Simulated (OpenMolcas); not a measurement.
Cr4+ among 6 point charges of -2 e arranged as an octahedron (Oh).

* Program: OpenMolcas 26.06
* Method: CASSCF
* Basis: ANO-RCC-VDZP [5s4p2d1f]
* Scalar Hamiltonian: DKH2, point nucleus
* Active space: 2 electrons in 5 orbitals (3d)
* State averaging: 2S+1 = 3 even, 10 roots; 2S+1 = 1 even, 15 roots
* Spin-orbit coupling: state interaction with AMFI integrals over the reference wave functions

All point charges move together. At R = 1.63 Å |10Dq| is 8985 cm-1, and at R = 1.94 Å it is 3826 cm-1.

Problem. A third run gives 5697 cm-1. What distance was it run at?

Solution. With a power law R^-n the two known points give n = -ln(3826 / 8985) / ln(1.94 / 1.63) = 4.90. Then R = 1.63 × (8985 / 5697)^(1/4.90) = 1.789 Å. The run was at 1.79 Å, so the estimate is off by -0.001 Å.

An orbital triplet at a regular site is open to Jahn-Teller coupling, which can distort the site and quench the lowest spin-orbit gaps and is left out. Without dynamic correlation the repulsion within the d shell is too large (B by tens of per cent), so at a given field states of lower spin stand too high. This field is weak: 10Dq is about 8985 cm-1, while octahedral complexes of 3d ions of charge 3 and more, computed by the same method with explicit ligands, had a median near 15000 cm-1. Ground spin and moment need not be those of a real site (figures for R = 1.63; the like holds for R = 1.79, R = 1.94). This is an electrostatic model: the charges have no orbitals. No measured value stands beside these numbers.
